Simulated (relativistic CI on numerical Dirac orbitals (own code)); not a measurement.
Spin-allowed bands of a d3 ion in an octahedral site, by hand

Problem. A d3 ion in an octahedral site has a 4A2 ground term and spin-allowed bands at ν1 = 6700 and ν2 = 10143 cm⁻¹ (from a computed ligand-field model). Find Δ and the Racah parameter B, and predict the third band.

Working.
1. The F term splits into A2 (−1.2Δ), T2 (−0.2Δ) and T1 (+0.6Δ), so ν1 = E(T2) − E(A2) = Δ = 6700 cm⁻¹.
2. T1(F) mixes with T1(P), which lies at 15B, through an element 0.4Δ. The two roots, counted from A2, are ν2,3 = ½(15B + 3Δ) ∓ ½√[(15B − Δ)² + 12BΔ].
3. Solving the lower root for B gives B = (2ν1² + ν2² − 3ν1ν2)/(15ν2 − 27ν1) = -11213851/-28755 = 390 cm⁻¹.
4. The sum of the roots is 15B + 3Δ, so ν3 = 15B + 3ν1 − ν2 = 15807 cm⁻¹ (633 nm).

Check. The bands were computed by exact diagonalisation of the d3 shell with B = 390 and Δ = 6700 cm⁻¹, which gives ν3 = 15807 cm⁻¹. C does not enter the terms of highest spin.
